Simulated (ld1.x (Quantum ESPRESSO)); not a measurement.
Plane-wave convergence, ultrasoft potential for germanium

ld1.x (Quantum ESPRESSO) 7.5 input, shortened:

```
&input
   title='Ge', zed=32., rel=1, dft='PBE', iswitch=3,
   config='[Ar] 3d10 4s2 4p2'
 /
 &inputp
   pseudotype=3, tm=.true., lloc=-2, rcloc=1.45,
   nlcc=.true., new_core_ps=.true.
 /
6
4S  1  0   2.00   0.00  1.30  1.80  0.0
4S  1  0   0.00   3.95  1.30  1.80  0.0
4P  2  1   2.00   0.00  1.30  1.60  0.0
4P  2  1   0.00   3.45  1.30  1.60  0.0
3D  3  2  10.00   0.00  0.75  0.90  0.0
3D  3  2   0.00   0.30  0.75  0.90  0.0
 &test
   configts(1)='3d10 4s2 4p2'
 /
```

The pseudo-atom Hamiltonian at the reference potential is diagonalised in spherical Bessel functions j_l(qr) that vanish at 20 bohr, with q² up to the cutoff. All-electron valence levels (Ry): 4s -0.8622, 4p -0.2863, 3d -2.1543.

Problem. How do the lowest levels (Ry) of each channel move with the cutoff, and are there ghosts?

Solution.

```tsv
cutoff (Ry)	s #1	s #2	p #1	p #2	d #1	f #1	Σ f·Δε (mRy)
8	-0.8582	-0.0326	-0.2798	0.0242	0.0520	0.1080	22084.5
15	-0.8621	-0.0332	-0.2844	0.0239	0.0506	0.1080	22054.0
25	-0.8622	-0.0332	-0.2862	0.0238	0.0460	0.1080	22004.2
35	-0.8622	-0.0332	-0.2863	0.0238	-0.0348	0.1080	21196.1
50	-0.8623	-0.0333	-0.2863	0.0238	-0.7891	0.1080	13652.4
70	-0.8623	-0.0333	-0.2863	0.0238	-1.6567	0.1080	4976.2
100	-0.8623	-0.0333	-0.2863	0.0238	-2.0939	0.1080	604.9
140	-0.8623	-0.0333	-0.2863	0.0238	-2.1521	0.1080	22.5
180	-0.8623	-0.0333	-0.2863	0.0238	-2.1529	0.1080	15.0
260	-0.8623	-0.0333	-0.2863	0.0238	-2.1542	0.1080	1.8
400	-0.8623	-0.0333	-0.2863	0.0238	-2.1544	0.1080	0.0
```

Result: no extra level below or beside the all-electron valence levels (s, p, d, f tested); 10 mRy is reached at 200 Ry and 1 mRy at over 300 Ry.
